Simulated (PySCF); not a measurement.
This script is equivalent to a calculation on I²⁺ (iodine, charge +2).

```python
from pyscf import gto, scf, dft, mp, cc
import basis_set_exchange as bse
txt = bse.get_basis("cc-pVTZ-PP", elements=["I"], fmt="nwchem", header=False)
cut = txt.index("\nECP")
mol = gto.M(atom="I 0 0 0", charge=2, spin=3, symmetry="D2h",
            basis=gto.basis.parse(txt[:cut]),
            ecp={"I": gto.basis.parse_ecp(txt[cut:])})
mf = scf.UHF(mol)
mf.irrep_nelec = {'Ag': (4, 4), 'B1g': (1, 1), 'B2g': (1, 1), 'B3g': (1, 1), 'B1u': (2, 1), 'B2u': (2, 1), 'B3u': (2, 1)}
mf.kernel()
```

Question: What total energy does it give?

Answer: -293.66025 hartree (calculated).

Question: Which occupied shell lies highest, and where?

Answer: 5p α, at -30.293 eV.

Question: What is ⟨S²⟩, and what would a pure spin state give?

Answer: 3.751, against 3.75.

Energies and moments cover only the electrons outside the core potential.
